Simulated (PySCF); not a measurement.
# SnH₄ + CH₂ → SnH₂ + CH₄

Level: PBE0 in the def2-TZVP basis family, computed in PySCF with density fitting; scalar-relativistic core potentials for atoms from Rb on, none lighter, no spin–orbit coupling; open shells unrestricted.

```
species                            state and structure      E (Eh)  ZPE (kJ/mol)  H(298 K) − H(0) (kJ/mol)  S° (J/(mol K))
   SnH₄                 singlet, Td, Sn–H 1.704 Å (×4)  -216.66474          68.3                      11.3           228.6
    CH₂   triplet, C2v, C–H 1.079 Å (×2); H–C–H 134.8°   -39.11549          45.5                      10.0           195.3
   SnH₂  singlet, C2v, Sn–H 1.773 Å (×2); H–Sn–H 90.6°  -215.45814          25.5                      10.1           229.6
    CH₄                  singlet, Td, C–H 1.090 Å (×4)   -40.47415         117.5                      10.0           186.2
```

Problem. What is the electronic reaction energy?

Solution. At PBE0/def2-TZVP, ΔE = -399.2 kJ/mol from the differences of the total energies times 2625.5, downhill. Both ends count: the low oxidation state of carbon is very reactive, and tin holds its high one more weakly.

Problem. Add zero-point, thermal and entropy terms for 298.15 K and 1 bar.

Solution. ΔZPE = 29.2 and Δ[H(298) − H(0)] = -1.2 kJ/mol give ΔH° = -371.2 kJ/mol. ΔS° = -8.1 J/(mol K), so ΔG° = -371.2 − 298.15 × (-0.0081) = -369 kJ/mol.

The structures come from searches over a few start shapes, so lower isomers are not excluded.
